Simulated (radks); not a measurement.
Values are calculated unless marked as measured or tabulated.
Problem. These are the eigenvalues of the occupied orbitals of an atom or ion with whole-number occupations (hartree). Code: a radial shooting solver on a logarithmic mesh with Libxc functionals. Model: scalar-relativistic Kohn-Sham, PBE, spin-polarised, spherical densities, finite nucleus; Fermi nuclear charge, rms radius of each element as measured or else 0.836 A^(1/3) + 0.57 fm.

| orbital | eigenvalue |
|---|---|
| 1s down | -2476.699 |
| 1s up | -2476.698 |
| 2s up | -427.0617 |
| 2s down | -427.0516 |
| 2p up | -374.5491 |
| 2p down | -374.5412 |
| 3s up | -99.34814 |
| 3s down | -99.30114 |
| 3p up | -83.72340 |
| 3p down | -83.67575 |
| 3d up | -65.45766 |
| 3d down | -65.41781 |
| 4s up | -21.73610 |
| 4s down | -21.64558 |
| 4p up | -16.58472 |
| 4p down | -16.49721 |
| 4d up | -9.98571 |
| 4d down | -9.89898 |
| 5s up | -4.08867 |
| 5s down | -3.98312 |
| 5p up | -2.77660 |
| 4f up | -2.66205 |
| 5p down | -2.65859 |
| 4f down | -2.57049 |
| 5d up | -1.25750 |

Which element is it, and in what charge state? The configuration may be excited. Open shells, if any, are filled with parallel spins first.

Solution. Z = 73, tantalum, charge +3: Ta3+ in [Xe] 4f12 5d4. The list shows which subshells hold electrons but not how many an open one holds; the 1s level, -2476.7 hartree, gives Z - s = 70.4 by -(Z - s)^2/2, which with screening and relativity narrows Z to a few neighbours, and the depths of the outer levels then fix element, charge and occupations together.
